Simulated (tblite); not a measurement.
Isomers of C7H11N3. Computed with GFN2-xTB (tblite): harmonic, unscaled wavenumbers at the GFN2-xTB geometry, gas phase. This tight-binding method is rough: wavenumbers can miss measured ones by several per cent, in bad cases by 10 to 20. One conformer each.

Electronic energies: GFN2-xTB at the same geometries; isomer energies are rough at this level and their order can be wrong.

```csv
SMILES,"electronic energy, lowest = 0 (kcal/mol)"
C=CCn1cc(CC)nn1,19.5
CCc1nc(C)nnc1C,0.0
Cc1ncnnc1C(C)C,5.6
```

**Question.** How do GFN2-xTB zero-point energies change the relative energies?

**Answer.** 
| SMILES | ZPE (kcal/mol) | of it from modes above 1550 cm⁻¹ | electronic (kcal/mol) | with ZPE, lowest = 0 (kcal/mol) | lowest mode (cm⁻¹) | rings |
| --- | --- | --- | --- | --- | --- | --- |
| CCc1nc(C)nnc1C | 107.8 | 47.7 | 0.0 | 0.0 | 12 | 1 |
| Cc1ncnnc1C(C)C | 108.2 | 47.7 | 5.6 | 6.1 | 13 | 1 |
| C=CCn1cc(CC)nn1 | 108.3 | 50.3 | 19.5 | 20.0 | 22 | 1 |

The zero-point energies span 0.5 kcal/mol, from `CCc1nc(C)nnc1C` to `C=CCn1cc(CC)nn1`. The order is unchanged.
